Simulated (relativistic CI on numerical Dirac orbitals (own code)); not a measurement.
# Sensitivity of the levels of Ta LXI to α and to the nuclear radius

Calculated at this level of theory: Dirac-Coulomb-Breit CI, separate exchange-only KLI orbitals for each configuration, derivatives by finite differences, unscaled Slater integrals, QED left out (own radial code, finite nucleus).

CI space (outside the closed core [Ne]): 3s²3p, 3s²3d, 3s3p², 3p³, 3s3p3d, 3p3d², 3s3d², 3p²3d. Levels of other configurations are missing.

With x = (α/α₀)² − 1 an excitation energy changes as ω = ω₀ + qx; K = 2q/ω₀ is the relative enhancement. Terms are leading LS components, so labels can repeat. The field-shift factor is F = δν/δ⟨r²⟩ for the transition from the lowest level.

Lowest level 3s²3p ²P°1/2.

```tsv
Level	ω₀ (cm⁻¹)	q (cm⁻¹)	F (GHz/fm²)
3s3p² ⁴P1/2	1359035	343500	-6740
3s²3p ²P°3/2	2746288	3.34e+06	-503
3s3p² ⁴P3/2	3860946	3.637e+06	-7090
3s3p² ²D5/2	4007197	3.653e+06	-7030
3s3p² ²D3/2	4172813	3.612e+06	-5840
3s3p² ²P1/2	4261691	3.66e+06	-7220
3s²3d ²D3/2	4621653	3.509e+06	-1910
3s²3d ²D5/2	5162266	4.091e+06	-640
3s3p3d ⁴F°3/2	5495271	3.835e+06	-10200
3s3p3d ⁴F°3/2	5597281	3.831e+06	-9720
3s3p3d ⁴F°5/2	5685617	3.744e+06	-7140
3s3p3d ⁴D°1/2	5900919	3.781e+06	-7120
3s3p3d ⁴D°3/2	5955211	3.843e+06	-7810
3s3p3d ⁴P°5/2	6305194	4.372e+06	-7090
3s3p3d ⁴F°7/2	6419632	4.408e+06	-7110
3s3p3d ²F°5/2	6503516	4.41e+06	-7170
3s3p3d ²D°3/2	6546908	4.409e+06	-7620
3s3p² ⁴P5/2	6707378	6.949e+06	-7540
3s3p² ²S1/2	7007785	6.987e+06	-7610
3s3p² ²P3/2	7063788	6.971e+06	-7710
3p²3d ²D3/2	7215386	4.087e+06	-13800
3p²3d ²D5/2	7955218	4.735e+06	-13800
3p³ ²D°5/2	8193333	7.206e+06	-12000
```

At this charge energies of transitions that change n are usually good to better than 1 %, and those within a shell (Δn = 0) to a few per cent.

Question: Which transition from the lowest level has the largest |K|?

Answer: 3s²3p ²P°3/2 at 2746288 cm⁻¹, K = 2.43.
